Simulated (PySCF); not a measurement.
# Telling isomers of C8H14 apart by NMR

Method: σ from GIAO-PBE0/pcSseg-1, geometry: PBE0-D3(BJ)/def2-SVP, in PySCF 2.14 (one computed conformer, relativity neglected, in vacuum, averaged over atoms made equivalent by symmetry, fast rotation or ring inversion).

Referencing at the same level of theory: $^{1}$H (σ = 31.27 ppm) and $^{13}$C (σ = 184.41 ppm) vs TMS. Where no couplings were computed, multiplicities follow the n + 1 count of equivalent neighbours, and m marks all less simple cases (inequivalent or close neighbours, rings, F or P nearby). Shifts are as computed. Against solution values, carbons near 30 ppm lie about +2 ppm off and those near 130 ppm about +5 ppm. Of 1211 compounds with measured shifts, 218 miss one by over three times the rms of a fit or turn the order of signals round; such compounds aren't used in these exercises.

(1) Tabulate the signals of `C1C[C@@H]2CC[C@H](C1)C2`, `C=CC1CCCCC1`, `C1CC2CCC1CC2` and their relative energies.

(2) What is the quickest way to tell C1C[C@@H]2CC[C@H](C1)C2 from C=CC1CCCCC1?

(3) What is the quickest way to tell C=CC1CCCCC1 from C1CC2CCC1CC2?

(4) What is the quickest way to tell C1C[C@@H]2CC[C@H](C1)C2 from C1CC2CCC1CC2?

## Answers

(1) 
```json
{"SMILES": "C1C[C@@H]2CC[C@H](C1)C2", "carbon types": "2×CH 6×CH2", "δC": "41.5, 37.3, 35.2, 30.9, 21.4", "δH": "1.86 (m, 2H), 1.63 (m, 2H), 1.43 (m, 1H), 1.39 (m, 2H), 1.39 (m, 1H), 1.32 (m, 2H), 1.28 (m, 2H), 1.27 (m, 1H), 1.17 (m, 1H)", "E rel. (kcal/mol)": "0.0"}
{"SMILES": "C=CC1CCCCC1", "carbon types": "2×CH 6×CH2", "δC": "154.9, 120.1, 47.1, 35.4, 28.1, 28.1", "δH": "5.80 (m, 1H), 5.31 (m, 1H), 5.13 (m, 1H), 1.63 (m, 2H), 1.59 (m, 1H), 1.52 (m, 1H), 1.50 (m, 2H), 1.20 (m, 2H), 1.06 (m, 1H), 0.94 (m, 2H)", "E rel. (kcal/mol)": "16.4"}
{"SMILES": "C1CC2CCC1CC2", "carbon types": "2×CH 6×CH2", "δC": "28.5, 25.6", "δH": "1.41 (m, 12H), 1.16 (m, 2H)", "E rel. (kcal/mol)": "1.0"}
```

Energies are electronic energies at PBE0/pcSseg-1 on these geometries, without zero-point or thermal terms, each for the one conformer computed, which needn't be the lowest.

(2) Count the carbon signals: 5 against 6. The first has an sp3 CH in a ring at 37.3 ppm, the second an alkene CH at 154.9 ppm. Their most deshielded carbons lie at 41.5 and 154.9 ppm. In the proton spectra the most deshielded non-exchanging signals are 1.86 (m, 2H) and 5.80 (m, 1H).

(3) Count the carbon signals: 6 against 2. The first has an alkene CH at 154.9 ppm, the second an sp3 CH in a ring at 25.6 ppm. Their most deshielded carbons lie at 154.9 and 28.5 ppm. In the proton spectra the most deshielded non-exchanging signals are 5.80 (m, 1H) and 1.41 (m, 12H).

(4) Count the carbon signals: 5 against 2. The first has an sp3 CH2 in a ring at 41.5 ppm, the second an sp3 CH in a ring at 25.6 ppm. Their most deshielded carbons lie at 41.5 and 28.5 ppm. In the proton spectra the most deshielded non-exchanging signals are 1.86 (m, 2H) and 1.41 (m, 12H).
